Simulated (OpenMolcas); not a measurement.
An OpenMolcas run meant for Mn III (ANO-RCC-VTZP, DKH4; inactive shells 1s 2s 2p 3s 3p; intended active space 5 electrons in 5 orbitals (3d)). One step of its input:

```
&CASPT2
Multistate=1 1
Frozen=2 3
IPEA=0.25
Shift=5.0
MaxIter=60
WThr=0.0 0.3 0.05
PrWF=0.5
NoMix
```

The run finished. Its levels beside those of a sound run (SS-CASPT2, IPEA 0.25 Eh, imaginary shift 0.1 Eh (closed shells correlated: 3s 3p)), in cm⁻¹ above each run's lowest level:

```
      Level  This run  Usual run
 3d⁵ ⁶S_5/2       0.0        0.0
 3d⁵ ⁴G_5/2     29129      27904
 3d⁵ ⁴G_7/2     29145      27921
 3d⁵ ⁴G_9/2     29158      27935
3d⁵ ⁴G_11/2     29163      27940
 3d⁵ ⁴P_5/2     32695      30615
 3d⁵ ⁴P_3/2     32735      30653
 3d⁵ ⁴P_1/2     32791      30706
 3d⁵ ⁴D_7/2     35403      33543
 3d⁵ ⁴D_1/2     35450      33589
 3d⁵ ⁴D_3/2     35493      33628
 3d⁵ ⁴D_5/2     35505      33639
3d⁵ ²I_13/2     42216      40891
3d⁵ ²I_11/2     42216      40891
```

Task: Which setting is unsound, and how much does it matter here?

Result: The level shift is far above the usual 0.1 to 0.3 hartree and damps the second-order energy. Against the sound run the excited levels shown move by 1600 cm-1 on average and by 2100 cm-1 at most.

Term energies are means over components that CASPT2 splits; among the terms shown or strongly mixed into the levels shown the widest spread is 88 cm-1 (3d⁵ ²I, the sound run). Some high roots are left out of the spin-orbit mixing, which shifts the levels that they would mix with. Only configurations of the active space appear.
